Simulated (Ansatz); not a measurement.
Sr5S5⁻, relaxed as a doublet with UKS PBE-D4/def2-SVP in Ansatz, starting from packed atoms. Force threshold 0.03 eV/Å.

In the def2 sets Sr takes a core potential; there is no spin–orbit coupling. The gap within one spin of the charge -1 doublet nearly closes, so an electron or hole may be smeared out by delocalisation error. Another isomer (doublet) lies 2.43 eV lower at PBE0-D4/def2-TZVPD; other spin states weren't run for this one.

Start:

Cartesian coordinates in Å:
```
Sr -0.1067 3.2219 3.7435
Sr 1.8968 -0.3575 -4.5489
Sr -2.5823 -2.6216 3.3738
Sr -1.7526 -4.2612 -1.9942
Sr 2.3416 3.4490 -0.2368
S -0.1619 -2.8144 -4.4235
S 2.8935 2.3460 -3.2237
S 1.7685 5.0175 2.2259
S -2.6647 -4.3413 0.9112
S -1.6322 0.3614 4.1729
```

| step | energy (eV) | largest force component (eV/Å) | SCF passes |
| --- | --- | --- | --- |
| 1 | -58325.6349 | 1.292 | 35 |
| 2 | -58327.0720 | 1.177 | 30 |
| 3 | -58328.4574 | 0.963 | 31 |
| 4 | -58329.5117 | 0.589 | 30 |
| 5 | -58330.0366 | 0.242 | 28 |
| 6 | -58330.1393 | 0.177 | 26 |
| 7 | -58330.3065 | 0.202 | 23 |
| 8 | -58330.4020 | 0.159 | 24 |
| 9 | -58330.4536 | 0.117 | 22 |
| 10 | -58330.4891 | 0.098 | 20 |
| 11 | -58330.5285 | 0.102 | 20 |
| 14 | -58330.6557 | 0.125 | 21 |
| 17 | -58330.7494 | 0.148 | 23 |
| 20 (rejected) | -58330.7742 | 0.141 | 21 |
| 23 | -58330.7977 | 0.125 | 20 |
| 26 | -58331.0385 | 0.447 | 21 |
| 29 | -58331.3111 | 0.168 | 27 |
| 32 | -58331.3359 | 0.037 | 24 |
| 35 | -58331.3523 | 0.162 | 27 |
| 38 | -58331.6344 | 0.528 | 28 |
| 41 | -58332.0960 | 0.297 | 27 |
| 44 | -58332.1930 | 0.052 | 24 |
| 47 | -58332.2109 | 0.057 | 23 |
| 50 (rejected) | -58332.2113 | 0.081 | 23 |
| 51 | -58332.2137 | 0.016 | 23 |

Force components are those of the run's own axes.

End:

```tsv
atom	x (Å)	y (Å)	z (Å)
Sr1	-0.2126	3.0504	3.8560
Sr2	0.6677	-1.4931	-2.4511
Sr3	-0.5407	-0.5800	1.1943
Sr4	-1.8919	-4.2527	-2.7162
Sr5	1.9690	3.2641	-0.0148
S6	-0.2948	-3.0666	-4.5142
S7	1.1621	0.7130	-0.7091
S8	1.3677	4.5828	2.2758
S9	-0.9955	-2.8011	-0.5280
S10	-1.2309	0.5833	3.6075
```

Bonds formed: Sr2–S9, Sr3–S7 (atoms count from 1). Metal–metal contacts that move far: Sr2–Sr3 9.38 to 3.95 Å, Sr2–Sr4 5.92 to 3.77 Å.

The force fell under the threshold at step 21, but the optimiser went on and released 1.433 eV more. No frequencies were taken in this run, so the end may be a saddle point.

Run time 11 min (4 threads of Intel Xeon on a shared host).
